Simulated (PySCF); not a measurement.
## Working out the excitation energy of N²⁺

N²⁺ [He] 2s2 2p1 (2P) → N²⁺ [He] 2s1 2p2 (4P). Calculation: PySCF 2.14, in def2-TZVPPD; no relativity, point nucleus. Frozen: nothing. Energies in hartree (1 hartree = 27.21139 eV):

```
            part  N²⁺ (lower)  N²⁺ (upper)
             UHF   -52.818581   -52.629608
CCSD correlation    -0.099004    -0.032579
             (T)    -0.001208    -0.000052
```

Problem. What does Hartree-Fock give?

Solution. (-52.629608) − (-52.818581) = 0.188973 hartree = 5.142 eV.

Problem. What do CCSD and CCSD(T) give?

Solution. The CCSD correlation energies differ by 0.066425 hartree = 1.808 eV and the triples by 0.001156 hartree = 0.031 eV, so CCSD gives 6.950 eV and CCSD(T) 6.981 eV.
